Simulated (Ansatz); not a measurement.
Cost and result for the atomization energy of BrH$_{2}$Sn, SMILES `[Br][SnH2]` radical (4 atoms, 3 bonds).

| atom | x (Å) | y (Å) | z (Å) |
| --- | --- | --- | --- |
| Br1 | -1.822 | 0.937 | 0.628 |
| Sn2 | 0.221 | -0.452 | 0.293 |
| H3 | 1.543 | 0.652 | 0.358 |
| H4 | 0.058 | -1.138 | -1.279 |

The species carries charge 0 and has multiplicity 2. Correlated methods include outer-core shells of Br, Sn, which these sets cover unevenly. Scalar relativity is left out up to krypton. Sn takes the def2 core potential. The structure was optimised at the PBE0-D4/def2-TZVP level. Program: Ansatz. Hardware: A = 2 threads of a server CPU on a shared host; B = 2 threads of an AMD EPYC 7R13 on a shared host and a share of an NVIDIA H100 80 GB. Times are those of one run each, without the atoms' runs, and a repeat can differ threefold. Electronic energies, without spin–orbit coupling; frozen cores. CCSD(T)/CBS adds CCSD(T) − MP2 in def2-TZVPP to the MP2 limit, and its time is that of the two runs behind it. T1 = 0.013; ⟨S²⟩ of the reference is 0.76. With those shells the extrapolation isn't a true limit. HSE06 is the plane-wave form, built on full-range PBE exchange.

CCSD(T)/CBS is a level of theory with its own doubt, some kJ/mol a heavy atom from the limit and from the frozen cores, so smaller differences don't rank the functionals.

```
                                 level  functions  wall time
            LDA (SPW92)/def2-TZVPP [A]        126      0.9 s
              revPBE-D4/def2-TZVPP [A]        126      1.6 s
   PBE-D4/def2-TZVPP (with forces) [A]        126      1.9 s
               BHLYP-D4/def2-TZVPP [A]        126      2.8 s
               HSE06-D4/def2-TZVPP [A]        126      2.9 s
           CAM-B3LYP-D4/def2-TZVPP [A]        126      3.3 s
r2SCAN-D4/def2-TZVPP (with forces) [A]        126      4.1 s
                 B97M-V/def2-TZVPP [A]        126        6 s
                  CCSD(T)/def2-SVP [A]         68        6 s
                ωB97X-V/def2-TZVPP [A]        126      7.5 s
                CCSD(T)/def2-TZVPP [B]        126       17 s
                CCSD(T)/def2-QZVPP [B]        231       36 s
                     CCSD(T)/CBS(def2)          –       52 s
```

**Question.** What atomization energy does each give, and how far from CCSD(T)/CBS? (An estimate is asked.)

**Answer.** Ansatz gave: 
```csv
level,atomization (kJ/mol),difference from CCSD(T)/CBS,per bond
LDA (SPW92)/def2-TZVPP [A],909.0,108.9,36.3
revPBE-D4/def2-TZVPP [A],766.3,-33.8,-11.3
PBE-D4/def2-TZVPP (with forces) [A],787.1,-13.0,-4.3
BHLYP-D4/def2-TZVPP [A],771.1,-29.0,-9.7
HSE06-D4/def2-TZVPP [A],779.9,-20.2,-6.7
CAM-B3LYP-D4/def2-TZVPP [A],783.5,-16.6,-5.5
r2SCAN-D4/def2-TZVPP (with forces) [A],800.5,0.4,0.1
B97M-V/def2-TZVPP [A],814.0,13.9,4.6
CCSD(T)/def2-SVP [A],716.3,-83.8,-27.9
ωB97X-V/def2-TZVPP [A],796.7,-3.4,-1.1
CCSD(T)/def2-TZVPP [B],769.4,-30.7,-10.2
CCSD(T)/def2-QZVPP [B],791.0,-9.1,-3.0
CCSD(T)/CBS(def2),800.1,0.0,0.0
```

At CCSD(T), def2-SVP lies −83.8 kJ/mol from the extrapolated value and def2-TZVPP −30.7 kJ/mol: correlation converges slowly with the basis, and small sets miss more of it in the bonded molecule than in its fragments. From r2SCAN to r2SCAN0 (25 % exact exchange), in def2-TZVPP and without D4, the atomization energy moves by −12.8 kJ/mol: exact exchange takes away binding that semilocal exchange gives to molecules. In def2-TZVPP, CCSD(T) changes the Hartree–Fock value by +211.0 kJ/mol (the triples alone add +13.1 kJ/mol) and MP2 by +189.6 kJ/mol; breaking electron pairs costs correlation energy, which Hartree–Fock lacks.

Spin–orbit coupling would lower the free Sn atoms strongly, and the atomization energy with them, by more than many differences here. For some Ge, Se and Sn compounds the MP2-based and the directly extrapolated limit differ by 10 to 25 kJ/mol.
